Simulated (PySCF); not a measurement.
Frontier levels across methods

C2H6BNS2.
Z-matrix (Å and degrees, PBE0-D3(BJ)/def2-SVP geometry), rows numbered from 1:
```
N 
B   1  1.3983
S   2  1.8252  1  123.02
C   3  1.8263  2   94.35  1  -168.79
C   4  1.5146  3  109.32  2   -35.20
S   2  1.8248  1  123.05  3   179.90
H   1  1.0103  2  122.89  3  -173.47
H   1  1.0105  2  122.90  3     5.53
H   4  1.1012  3  108.69  2    85.78
H   4  1.1005  3  108.09  2  -156.72
H   5  1.1006  4  111.35  3   167.17
H   5  1.1010  4  110.90  3   -71.92
```

Basis pcSseg-1 throughout (PySCF), one geometry. Isolated species at its PBE0-D3(BJ)/def2-SVP geometry (one conformer only).

**Question.** How do the orbital energies, the gap and the dipole change with the method?

**Answer.** 
| method | kind | HOMO (eV) | LUMO (eV) | gap (eV) | μ (D) | SCF cycles |
| --- | --- | --- | --- | --- | --- | --- |
| BLYP | GGA | -5.25 | -0.52 | 4.74 | 0.40 | 14 |
| B97-D | GGA | -5.42 | -0.54 | 4.88 | 0.33 | 14 |
| PBE | GGA | -5.44 | -0.66 | 4.78 | 0.36 | 14 |
| OPBE | GGA | -5.46 | -0.53 | 4.92 | 0.34 | 15 |
| KT3 | GGA | -5.53 | -0.72 | 4.80 | 0.35 | 14 |
| KT2 | GGA | -5.54 | -0.79 | 4.75 | 0.32 | 14 |
| LDA | LDA | -5.55 | -0.86 | 4.69 | 0.34 | 14 |
| BP86 | GGA | -5.55 | -0.72 | 4.83 | 0.34 | 14 |
| B3LYP | global hybrid | -6.38 | 0.06 | 6.45 | 0.33 | 13 |
| B97-2 | global hybrid | -6.42 | 0.25 | 6.67 | 0.27 | 12 |
| PBE0 | global hybrid | -6.65 | 0.28 | 6.93 | 0.28 | 13 |
| mPW1PW91 | global hybrid | -6.68 | 0.27 | 6.95 | 0.27 | 13 |
| BHandHLYP | global hybrid | -7.69 | 1.26 | 8.95 | 0.24 | 12 |
| CAM-B3LYP | range-separated hybrid | -7.92 | 1.37 | 9.29 | 0.31 | 12 |
| wB97X-D | range-separated hybrid | -8.52 | 2.06 | 10.57 | 0.27 | 13 |
| LC-wPBE | range-separated hybrid | -9.34 | 2.58 | 11.92 | 0.28 | 14 |
| HF | Hartree–Fock | -9.39 | 3.68 | 13.07 | 0.11 | 10 |

The HOMO spans 4.13 eV, from BLYP down to HF, and the gap runs from 4.69 eV (LDA) to 13.07 eV (HF). Over the methods BLYP (0 %), B97-D (0 %), PBE (0 %), OPBE (0 %), KT3 (0 %), KT2 (0 %), LDA (0 %), BP86 (0 %), B3LYP (20 %), B97-2 (21 %), PBE0 (25 %), mPW1PW91 (25 %), BHandHLYP (50 %), HF (100 %), a straight line through the gap against the share of exact exchange rises by 0.83 eV for each 10 % (correlation coefficient 1.000). The dipole ranges from 0.11 D (HF) to 0.40 D (BLYP). This basis has no diffuse functions.
